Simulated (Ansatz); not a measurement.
```yaml
crystal:
  periodic: [false, false, false]
  atoms:
    - {symbol: F, position_ang: [0.784933, -0.506983, 1.151652]}
    - {symbol: Si, position_ang: [-0.282894, 0.213092, 0.234354]}
    - {symbol: F, position_ang: [-0.994278, -0.892283, -0.644400]}
    - {symbol: F, position_ang: [0.492239, 1.186174, -0.741606]}
basis:
  gaussian: {orbitals: def2-SVPD}
magnetization: {spin_polarized: false, initial_magnetization: 1}
hamiltonian: {xc: {name: LC-wPBE}}
accuracy: high
output: {forces: true}
```

```sh
$ ansatz run in.yaml --threads 4 --pin off --events-out ev --progress --plain --max-ram 10444MiB
```

Output, abridged:

```
Functional definition: LC-wPBE
1775 factors; integrals over basis functions are off by at most 3.1e-9 eV
566 factors; integrals over basis functions are off by at most 1.8e-9 eV
mean field evaluation 1: about -16012.2923 eV, gradient 4.8e1 eV
mean field evaluation 2: about -16012.2993 eV, gradient 4.8e1 eV
mean field evaluation 4: about -16016.3510 eV, gradient 1.7e0 eV
mean field evaluation 8: about -16016.3704 eV, gradient 7.8e-2 eV
mean field evaluation 16: about -16016.3704 eV, gradient 6.6e-6 eV
mean field -16016.37044716 eV, -588.5907576473 hartree, gradient 3.4e-8 eV, S^2 0.750000; 0 other end points of the search recorded, 0 dependent functions left out
reference -16016.37044716 eV, -588.5907576473 hartree; 21, 20 occupied and 72, 73 virtual orbitals, 1775 factors
Total energy: -16016.37044716 eV, -588.5907576473 hartree
Atom 0 at     0.784933    -0.506983     1.151652 Å, force     0.959168    -0.648988     0.815260 eV/Å
Atom 1 at    -0.282894     0.213092     0.234354 Å, force    -1.026891     0.776471     0.852652 eV/Å
Atom 2 at    -0.994278    -0.892283    -0.644400 Å, force    -0.629730    -0.992870    -0.790324 eV/Å
Atom 3 at     0.492239     1.186174    -0.741606 Å, force     0.697453     0.865386    -0.877589 eV/Å
Dipole moment:    -0.174468     0.131242     0.144417 e Å
```

Hardware: 4 threads of an Arm Neoverse V1 on a shared host. Wall time 3.4 s, peak host memory 0.37 GiB.
